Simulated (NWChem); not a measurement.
CdSiH4S; SMILES [SiH3][Cd][SH]

```xyz
7

Cd    -0.0148     0.0455     0.0000
S     -0.0406     2.4162     0.0000
H      1.3088     2.5107     0.0001
Si     0.0017    -2.4552     0.0000
H     -0.6630    -3.0041    -1.2242
H     -0.7129    -3.0042     1.1956
H      1.4058    -2.9752     0.0289
```
Atoms are numbered in this order, from 1.

Computed with NWChem. Geometry: optimised at PBE0/def2-SVP. def2 effective core potentials on Cd; no spin-orbit coupling. Vertical excitations in the gas phase; the lowest state need not have the same character in each row.

For level B3LYP/def2-SVP, full TDDFT:

- lowest excitation, singlet (eV) = 4.33
- orbital gap (eV) = 5.26

**Question.** How do the values read with level PBE/def2-SVP, full TDDFT instead?

**Answer.** 
- lowest excitation, singlet (eV) = 3.95
- orbital gap (eV) = 3.93
